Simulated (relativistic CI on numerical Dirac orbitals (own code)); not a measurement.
# Mn4+: resonant inelastic scattering at the M2,3 edge

Computed with this model: Dirac-Coulomb-Breit CI, orbitals from a KLI potential per configuration, QED by a radiative potential, valence Slater integrals scaled by 0.8, Kramers-Heisenberg scattering through one core-hole configuration in a parametric crystal field; configurations [Ar] 3d3 → [Ne] 3s2 3p5 3d4; 300 K; core-hole width 1.2 eV; summed over polarisations. Incident energies are the highest absorption maxima for each field (at most a few, so the weaker spin-orbit partner edge can be absent), on the computed scale of the free ion. Intensities are in per cent of the strongest line above 0.02 eV; levels within 1 cm⁻¹ are merged; final levels count from the ground level, the first row holds all elastic scattering, lines under 0.4 are left out and each table stops after 24 rows. The scale of the Slater integrals is a model choice and moves the terms in proportion.

Field parameters in Wybourne normalisation: D3d B²₀ = −7Dσ, B⁴₀ = −14Dq − 21Dτ, B⁴₃ = −14√(10/7) Dq. The field is a parameter set, without covalency.

S is read from ⟨S²⟩ = S(S + 1).

D3d, 10Dq = 30350, Dσ = -1200, Dτ = -310 cm⁻¹:

```csv
Final level (eV),Degeneracy,Irrep,S,58.3 eV,64.1 eV,70.5 eV
0.000,2,Γ4,1.50,576.7,251.1,130.8
0.000,2,Γ5+Γ6,1.50,0.8,0.4,0.1
2.219,2,Γ4,0.50,0.8,1.3,0.2
2.248,2,Γ5+Γ6,0.50,0.5,0.9,0.1
2.513,2,Γ5+Γ6,0.50,0.5,1.0,0.2
2.592,2,Γ4,0.50,0.6,1.1,0.2
3.421,2,Γ4,1.50,49.3,47.7,68.9
3.426,2,Γ4,1.50,48.4,54.5,72.0
3.430,2,Γ5+Γ6,1.50,48.6,60.5,74.5
3.435,2,Γ4,1.50,48.1,62.6,75.2
3.713,2,Γ4,0.51,0.5,0.3,0.5
3.849,2,Γ5+Γ6,1.47,36.2,44.9,58.7
3.855,2,Γ4,1.49,35.1,44.2,59.3
4.027,2,Γ5+Γ6,0.55,1.1,1.2,2.5
4.077,2,Γ4,0.52,0.4,0.8,0.7
4.945,2,Γ4,1.50,6.5,23.4,99.3
4.951,2,Γ4,1.50,6.9,24.6,95.4
4.955,2,Γ5+Γ6,1.50,7.4,29.7,99.1
4.960,2,Γ4,1.50,7.7,33.8,96.6
5.128,2,Γ4,1.50,4.7,47.5,100.0
5.131,2,Γ5+Γ6,1.50,5.1,44.0,92.7
5.562,2,Γ4,0.51,0.0,0.4,0.8
5.880,2,Γ4,0.50,0.2,0.2,0.4
7.191,2,Γ4,0.51,0.4,0.4,0.7
```

D3d, 10Dq = 30350, Dσ = -860, Dτ = -310 cm⁻¹:

```tsv
Final level (eV)	Degeneracy	Irrep	S	58.3 eV	64.1 eV	70.5 eV
0.000	4	Γ4+Γ5+Γ6	1.50	581.0	252.7	130.2
2.277	2	Γ4	0.50	0.8	1.3	0.2
2.301	2	Γ5+Γ6	0.50	0.5	0.9	0.1
2.527	2	Γ5+Γ6	0.50	0.5	1.1	0.2
2.580	2	Γ4	0.50	0.6	1.0	0.2
3.460	2	Γ4	1.50	47.9	47.1	67.9
3.465	2	Γ4	1.50	47.2	52.9	70.3
3.470	2	Γ5+Γ6	1.50	47.3	58.2	72.4
3.475	2	Γ4	1.50	46.8	60.2	73.0
3.742	2	Γ4	0.51	0.5	0.3	0.6
3.802	2	Γ5+Γ6	1.47	37.9	47.9	61.2
3.809	2	Γ4	1.49	37.1	47.8	61.8
3.953	2	Γ5+Γ6	0.57	1.6	1.6	3.3
3.998	2	Γ4	0.52	0.5	0.8	0.9
4.924	2	Γ4	1.50	6.3	24.6	100.0
4.929	2	Γ4	1.50	6.7	25.9	94.6
4.932	2	Γ5+Γ6	1.50	7.1	31.5	98.8
4.936	2	Γ4	1.50	7.4	36.1	97.7
5.122	2	Γ4	1.50	4.7	44.8	97.8
5.125	2	Γ5+Γ6	1.50	5.1	41.6	90.9
5.580	2	Γ4	0.51	0.0	0.4	0.7
7.168	2	Γ4	0.51	0.4	0.4	0.6
7.645	2	Γ4	1.49	1.6	5.2	18.6
7.654	2	Γ5+Γ6	1.50	1.8	6.0	20.9
```

D3d, 10Dq = 30350, Dσ = -510, Dτ = -310 cm⁻¹:

```
Final level (eV)  Degeneracy     Irrep     S  58.3 eV  64.1 eV  70.6 eV
           0.000           4  Γ4+Γ5+Γ6  1.50    585.4    254.0    142.6
           2.329           2        Γ4  0.50      0.8      1.3      0.2
           2.349           2     Γ5+Γ6  0.50      0.5      0.9      0.1
           2.542           2     Γ5+Γ6  0.50      0.5      1.1      0.2
           2.569           2        Γ4  0.50      0.6      0.9      0.2
           3.498           2        Γ4  1.49     46.7     46.4     69.0
           3.503           2        Γ4  1.50     46.0     51.1     70.8
           3.508           2     Γ5+Γ6  1.50     46.0     55.7     71.5
           3.514           2        Γ4  1.50     45.4     57.9     71.3
           3.757           2     Γ5+Γ6  1.46     39.7     51.3     62.6
           3.764           2        Γ4  1.49     39.1     51.4     62.9
           3.772           2        Γ4  0.52      0.8      0.7      1.1
           3.885           2     Γ5+Γ6  0.59      2.2      2.3      4.3
           3.925           2        Γ4  0.52      0.6      0.8      1.1
           4.908           2        Γ4  1.50      6.1     26.2     95.9
           4.912           2        Γ4  1.50      6.5     27.2     90.8
           4.914           2     Γ5+Γ6  1.50      6.9     33.4     98.0
           4.916           2        Γ4  1.50      7.2     38.7    100.0
           5.119           2        Γ4  1.50      4.8     41.9     98.1
           5.122           2     Γ5+Γ6  1.50      5.1     39.1     92.5
           5.596           2        Γ4  0.51      0.0      0.4      0.6
           7.149           2        Γ4  0.51      0.4      0.3      0.5
           7.707           2        Γ4  1.49      1.6      4.7     17.1
           7.715           2     Γ5+Γ6  1.49      1.7      5.4     18.9
```

For the first field the strongest loss at the lowest incident energy is the level at 3.42 eV (S = 1.50, against 1.50 in the thermal ground state).
